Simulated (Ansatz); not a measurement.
CH7O2Si2 (`O[SiH]C[SiH2]O`) radical at its PBE0-D4/def2-TZVP geometry, where that method's forces vanish. The species carries charge 0 and has multiplicity 2.

| atom | x (Å) | y (Å) | z (Å) |
| --- | --- | --- | --- |
| O1 | -0.816 | -0.310 | -1.801 |
| Si2 | -0.143 | 1.126 | -1.272 |
| C3 | 0.993 | 0.658 | 0.124 |
| Si4 | 0.193 | -0.549 | 1.321 |
| O5 | -0.252 | -1.919 | 0.532 |
| H6 | -1.475 | -0.254 | -2.496 |
| H7 | -1.236 | 2.032 | -0.789 |
| H8 | 1.269 | 1.575 | 0.657 |
| H9 | 1.913 | 0.212 | -0.268 |
| H10 | -0.969 | 0.140 | 1.951 |
| H11 | 1.142 | -0.960 | 2.387 |
| H12 | -0.619 | -1.753 | -0.345 |

Question: For each bond, give half the difference of the two atoms' forces along it (eV/Å; positive pushes the atoms apart) under PBE-D4, r2SCAN-D4, B3LYP-D4, ωB97M-V in def2-TZVPP. (Estimate.)

Answer: Computed: 
```
   bond  length (Å)  PBE-D4  r2SCAN-D4  B3LYP-D4  ωB97M-V
 O1–Si2       1.672    0.36       0.07      0.17     0.15
  O1–H6       0.959    0.33       0.02     -0.02    -0.06
 Si2–C3       1.860    0.02       0.01      0.10     0.04
 Si2–H7       1.500    0.06      -0.03     -0.09    -0.12
 C3–Si4       1.879   -0.04       0.01      0.10     0.01
  C3–H8       1.096    0.10      -0.01     -0.07    -0.04
  C3–H9       1.095    0.10       0.00     -0.07    -0.05
 Si4–O5       1.642    0.33       0.05      0.15     0.17
Si4–H10       1.491    0.00      -0.02     -0.11    -0.14
Si4–H11       1.485    0.05      -0.03     -0.15    -0.17
 O5–H12       0.965    0.36      -0.01     -0.04    -0.09
```

B3LYP here is the variant with VWN-RPA as its local correlation; programs differ in this.
